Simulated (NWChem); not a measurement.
Species: BH$_{2}$Se$_{2}$F; SMILES B([SeH])([SeH])F

```xyz
6

B      0.6400     0.0072     0.0000
F      1.9663     0.0401     0.0000
Se    -0.3093    -1.7124     0.0000
H      0.9367    -2.5146     0.0000
Se    -0.2843     1.7403     0.0000
H     -1.6507     1.1708     0.0000
```
Atoms are numbered in this order, from 1.

All runs use the structure optimised with B3LYP/6-31G* (spherical d).

Symmetry labels are those of Cs in the frame above (b1 and b2, or b-type labels, depend on it).

### Question
List the 4 lowest vertical singlet excitations from Hartree-Fock/def2-SVP, CIS (NWChem).

### Answer
| state | energy (eV) | oscillator strength | symmetry | leading excitation (squared amplitude) |
|---|---|---|---|---|
| S1 | 6.16 | 0.000 | a" | HOMO → LUMO+1 (0.71) |
| S2 | 6.43 | 0.000 | a" | HOMO → LUMO+2 (0.52) |
| S3 | 7.17 | 0.218 | a' | HOMO → LUMO (0.90) |
| S4 | 7.61 | 0.000 | a" | HOMO−2 → LUMO (0.84) |
